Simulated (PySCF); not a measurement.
Task: Write Cartesian coordinates for InChI=1S/C2H7NOSi2/c1-4-6-5-2-3/h5-6H2,1H3 as optimised with PBE0-D3(BJ)/def2-SVP.

Result: 
```
atom  x, y, z in Å
C1    -2.6717   -0.1445    0.0486
O2    -1.3678    0.3709   -0.0186
Si3    0.0131   -0.5565    0.0666
Si4    1.7658    0.9812   -0.1537
C5     3.3464    0.0070   -0.0195
N6     4.2994   -0.6484    0.0727
H7    -3.3836    0.6905   -0.0285
H8    -2.8593   -0.6676    1.0042
H9    -2.8793   -0.8487   -0.7781
H10    0.0673   -1.5699   -1.0344
H11    0.1138   -1.2770    1.3750
H12    1.7851    1.9934    0.9395
H13    1.7778    1.6542   -1.4834
```

Any rigid rotation of these coordinates is as good. Atoms count from 1 in this order. Si4 (SiH2 silicon) is tetrahedral (angles from 106.6° to 112.7°). O2 (silyl ether oxygen) is bent (angle 124.3°). The 6 heavy atoms lie in one plane (0.011 Å rms). Si3 (oxygen-bound silicon) is distorted tetrahedral (angles from 104.5° to 111.7°).

Bonds between heavy atoms (Å): C1–O2 1.404, O2–Si3 1.666, Si3–Si4 2.342, Si4–C5 1.862, C5≡N6 1.160.

Method: PBE0-D3(BJ)/def2-SVP geometry optimisation, gas phase (PySCF 2.14.0).

Whether it is a minimum is left open (no frequencies). One conformer, not necessarily the lowest (C1–O2–Si3–Si4 179°, O2–Si3–Si4–C5 178°).

Hardware: one thread of an Arm Neoverse V1, no GPU, on a shared host. These figures are those of the optimisation.
